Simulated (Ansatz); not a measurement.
Abridged output of a molecular run in Ansatz:

```
Functional definition: HF
1607 factors; integrals over basis functions are off by at most 9.8e-4 eV
mean field evaluation 1: about -18652.1336 eV, gradient 4.3e1 eV
mean field evaluation 2: about -18652.4214 eV, gradient 4.3e1 eV
mean field evaluation 4: about -18656.9074 eV, gradient 4.9e0 eV
mean field evaluation 8: about -18656.9896 eV, gradient 2.8e-1 eV
mean field evaluation 16: about -18656.9902 eV, gradient 1.3e-6 eV
mean field -18656.99016335 eV, -685.6317423409 hartree, gradient 1.3e-6 eV, S^2 0.000000; 0 other end points of the search recorded, 0 dependent functions left out
13 core orbitals not correlated: weight in the atoms' cores, before any rotation towards them, 1.000 or more for the frozen orbitals, at most 0.000 for the correlated occupied ones
reference -18656.99016335 eV, -685.6317423409 hartree; 14, 14 occupied and 248, 248 virtual orbitals, 1607 factors
second order -21.09726941 eV of doubles, -0.00000000 eV of singles
cycle   1  -21.67972460 eV  change   -5.8e-1 eV  update   1.0e-1
cycle   2  -22.24004171 eV  change   -5.6e-1 eV  update   3.2e-2
cycle   3  -22.36481281 eV  change   -1.2e-1 eV  update   1.6e-2
cycle   4  -22.35551390 eV  change    9.3e-3 eV  update   3.8e-3
cycle   5  -22.35382825 eV  change    1.7e-3 eV  update   1.8e-3
cycle   6  -22.35429422 eV  change   -4.7e-4 eV  update   5.7e-4
cycle   7  -22.35406070 eV  change    2.3e-4 eV  update   2.6e-4
cycle   8  -22.35398382 eV  change    7.7e-5 eV  update   9.8e-5
cycle   9  -22.35402718 eV  change   -4.3e-5 eV  update   4.3e-5
cycle  10  -22.35403265 eV  change   -5.5e-6 eV  update   1.8e-5
perturbative correction -0.88992780 eV, -0.0327042433 hartree
Total energy: -18680.23412380 eV, -686.4859421321 hartree
```

Its atoms:

```xyz
12

C    -0.363   -1.304    0.961
O    -0.992   -1.117   -0.318
Si   -0.323   -0.047   -1.393
C     0.370    1.347   -0.368
Al    0.566    0.409    1.341
H     0.303   -2.177    0.924
H    -1.146   -1.562    1.683
H    -1.410    0.311   -2.339
H     0.791   -0.692   -2.152
H    -0.357    2.161   -0.260
H     1.293    1.778   -0.761
H     1.267    0.894    2.680
```

Task: Which basis set was used?
A. def2-TZVPPD
B. cc-pV(Q+d)Z
C. def2-TZVPP
D. def2-SVP

Result: C. It gives 275 functions.

Task: Write the keys of the input that set method, charge and spin (a neutral closed shell needs none for the last two).

Result: 
```yaml
correlation: {method: ccsd_t}
```
